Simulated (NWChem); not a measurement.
The numbers come from NWChem runs, not from measurements. System: H$_{4}$SSi, charge 0, spin multiplicity 1, at a geometry optimised with B3LYP/def2-SVP. The structure started from a generated list of species. Level: G0W0@PBE0/def2-QZVP, RI basis def2-qzvp-rifit.

The NWChem input:

```
start mol
memory heap 200 mb stack 700 mb global 1700 mb
geometry units angstroms nocenter noautoz
  Si     0.971115     0.376526     0.000000
  S     -1.016532    -0.475924     0.000000
  H      1.220435     1.211313     1.210115
  H      1.888793    -0.794174     0.000000
  H      1.220435     1.211313    -1.210115
  H     -1.660757     0.714972     0.000000
  symmetry group Cs
end
basis spherical
  * library def2-qzvp
end
basis "ri basis" bse spherical
  * library def2-qzvp-rifit
end
dft
  xc pbe0
  iterations 100
  direct
  tolerances tight
end
task dft energy
gw
  method cdgw
  states alpha occ 4 vir 2
end
task dft gw
```

NWChem printed:

```
             Northwest Computational Chemistry Package (NWChem) 7.3.0
             --------------------------------------------------------

                                NWChem Input Module
                                -------------------

 Scaling coordinates for geometry "geometry" by  1.889725989
 (inverse scale =  0.529177249)

 Turning off AUTOSYM since
 SYMMETRY directive was detected!

                             Geometry "geometry" -> ""
                             -------------------------

 Output coordinates in angstroms (scale by  1.889725989 to convert to a.u.)

  No.       Tag          Charge          X              Y              Z
 ---- ---------------- ---------- -------------- -------------- --------------
    1 Si                  14.0000     0.97111500     0.37652600     0.00000000
    2 S                   16.0000    -1.01653200    -0.47592400     0.00000000
    3 H                    1.0000     1.22043500     1.21131300     1.21011500
    4 H                    1.0000     1.88879300    -0.79417400     0.00000000
    5 H                    1.0000     1.22043500     1.21131300    -1.21011500
    6 H                    1.0000    -1.66075700     0.71497200     0.00000000

 Effective nuclear repulsion energy (a.u.)      88.3408642183

            Nuclear Dipole moment (a.u.)
            ----------------------------
        X                 Y               Z
 ---------------- ---------------- ----------------
     0.0000075589     0.0000075589     0.0000000000

      Symmetry information
      --------------------

 Group name             Cs
 Group number              2
 Group order               2
 No. of unique centers     5

      Symmetry unique atoms

     1    2    3    4    6


 Summary of "ao basis" -> "" (spherical)
 ------------------------------------------------------------------------------
       Tag                 Description            Shells   Functions and Types
 ---------------- ------------------------------  ------  ---------------------
 *                         def2-qzvp                  on all atoms

 new library libraries.bse/

 Summary of "ri basis" -> "" (spherical)
 ------------------------------------------------------------------------------
       Tag                 Description            Shells   Functions and Types
 ---------------- ------------------------------  ------  ---------------------
 *                      def2-qzvp-rifit               on all atoms

                                 NWChem DFT Module
                                 -----------------

 Summary of "ao basis" -> "ao basis" (spherical)
 ------------------------------------------------------------------------------
       Tag                 Description            Shells   Functions and Types
 ---------------- ------------------------------  ------  ---------------------
 Si                        def2-qzvp                22       70   9s6p4d2f1g
 S                         def2-qzvp                22       70   9s6p4d2f1g
 H                         def2-qzvp                10       30   4s3p2d1f

 Summary of "ao basis" -> "ao basis" (spherical)
 ------------------------------------------------------------------------------
       Tag                 Description            Shells   Functions and Types
 ---------------- ------------------------------  ------  ---------------------
 Si                        def2-qzvp                22       70   9s6p4d2f1g
 S                         def2-qzvp                22       70   9s6p4d2f1g
[...]
   Bfn.  Coefficient  Atom+Function         Bfn.  Coefficient  Atom+Function
  ----- ------------  ---------------      ----- ------------  ---------------
    94      0.422955  2 S  pz                91      0.345172  2 S  pz
    82     -0.244675  2 S  pz                97      0.210042  2 S  pz
    88      0.101636  2 S  pz               143     -0.090564  3 H  s
   203      0.090564  5 H  s                144     -0.069963  3 H  s
   204      0.069963  5 H  s                142     -0.062891  3 H  s

 Vector   18  Occ=0.000000D+00  E=-7.440043D-03  Symmetry=a'
              MO Center=  2.7D-01,  4.1D-01,  1.8D-16, r^2= 6.8D+00
   Bfn.  Coefficient  Atom+Function         Bfn.  Coefficient  Atom+Function
  ----- ------------  ---------------      ----- ------------  ---------------
    79      1.752778  2 S  s                 25      1.010447  1 Si px
     8     -0.694006  1 Si s                 22      0.557779  1 Si px
    96      0.463229  2 S  py               234     -0.448533  6 H  s
     9     -0.445234  1 Si s                174     -0.419100  4 H  s
    95      0.407745  2 S  px                93      0.403630  2 S  py

 Vector   19  Occ=0.000000D+00  E= 4.923268D-03  Symmetry=a'
              MO Center= -3.1D-01,  3.3D-01, -1.1D-14, r^2= 6.1D+00
   Bfn.  Coefficient  Atom+Function         Bfn.  Coefficient  Atom+Function
  ----- ------------  ---------------      ----- ------------  ---------------
     9      1.405830  1 Si s                234     -1.245035  6 H  s
    95     -0.787176  2 S  px               144     -0.555008  3 H  s
   204     -0.555008  5 H  s                174     -0.533364  4 H  s
    96      0.444565  2 S  py                 7      0.316368  1 Si s
    79      0.266768  2 S  s                143      0.256147  3 H  s

 Vector   20  Occ=0.000000D+00  E= 3.207384D-02  Symmetry=a'
              MO Center=  6.5D-01,  7.1D-01,  4.6D-16, r^2= 5.2D+00
   Bfn.  Coefficient  Atom+Function         Bfn.  Coefficient  Atom+Function
  ----- ------------  ---------------      ----- ------------  ---------------
    26      1.623666  1 Si py               174      1.534118  4 H  s
   144     -0.764793  3 H  s                204     -0.764793  5 H  s
    79      0.441869  2 S  s                 23      0.435451  1 Si py
    95      0.353305  2 S  px                96     -0.334171  2 S  py
     9     -0.261693  1 Si s                 25     -0.203818  1 Si px

 center of mass
 --------------
 x =  -0.07803503 y =  -0.06853762 z =   0.00000000

 moments of inertia (a.u.)
 ------------------
          64.936230274659         -92.394552214141           0.000000000000
         -92.394552214141         255.837959120801           0.000000000000
           0.000000000000           0.000000000000         299.692952981583

     Multipole analysis of the density
     ---------------------------------

     L   x y z        total         alpha         beta         nuclear
     -   - - -        -----         -----         ----         -------
     0   0 0 0     -0.000000    -17.000000    -17.000000     34.000000

     1   1 0 0      0.128172      0.064082      0.064082      0.000008
     1   0 1 0      0.388673      0.194333      0.194333      0.000008
     1   0 0 1      0.000000      0.000000      0.000000      0.000000

     2   2 0 0    -20.561242    -79.989356    -79.989356    139.417471
     2   1 1 0     -1.344390    -24.114455    -24.114455     46.884520
     2   1 0 1     -0.000000     -0.000000     -0.000000      0.000000
     2   0 2 0    -21.192521    -27.889710    -27.889710     34.586900
     2   0 1 1      0.000000      0.000000      0.000000      0.000000
     2   0 0 2    -22.763515    -16.611147    -16.611147     10.458778

 Task  times  cpu:       98.0s     wall:       98.0s

                                NWChem Input Module
                                -------------------

                                 NWChem GW Module
                                 ----------------

                             ***********************
                             ***        GW       ***
                             ***********************

 Summary of "ri basis" -> "ri basis" (spherical)
 ------------------------------------------------------------------------------
       Tag                 Description            Shells   Functions and Types
 ---------------- ------------------------------  ------  ---------------------
 Si                     def2-qzvp-rifit             41      167   12s10p9d6f3g1h
 S                      def2-qzvp-rifit             41      167   12s10p9d6f3g1h
 H                      def2-qzvp-rifit             16       56   6s4p3d2f1g

                 Memory Information
                 ------------------
          Available GA per process is          1699.5 MBs
          Available stack per process is        700.0 MBs
          Available heap per process is           0.0 MBs

          Peak memory in Initialization
              Peak GA per process is                 24.2 MBs
              Peak stack per process is               0.9 MBs
              Peak heap per process is               24.8 MBs
              Memory not in MA per process            0.0 MBs

          Peak memory in CDGW Calculation
              Peak GA per process is                 29.1 MBs
              Peak stack per process is               4.8 MBs
              Peak heap per process is                5.6 MBs
              Memory not in MA per process            0.0 MBs

          Computing 2-center integrals
          Computing Inverse Cholesky factor
          Computing 3-center integrals
          Computing Vxc

          Computing Sigma_x
          Computing W(iw) on the imaginary grid
          Solving quasiparticle equations

                  Alpha Orbitals
          State     Energy (eV)     Error (eV)
          -----------------------------------
@GW        14        -12.797           0.002
@GW        15        -12.555           0.002
@GW        16        -11.690           0.002
@GW        17         -9.846           0.002
@GW        18          1.378           0.004
@GW        19          1.900           0.004

     GW Timing Statistics
   ------------------------
   Init.   :          0.2s
     ERIs  :          5.9s
     Distr.:          0.1s
     Vxc   :         11.4s
   Vmo     :          0.0s
   iW      :          8.4s
   I_n     :          0.0s
   R_n     :          0.6s
   GW total:         26.6s

 Task  times  cpu:       26.6s     wall:       26.6s

 Total times  cpu:      124.6s     wall:      124.6s
```
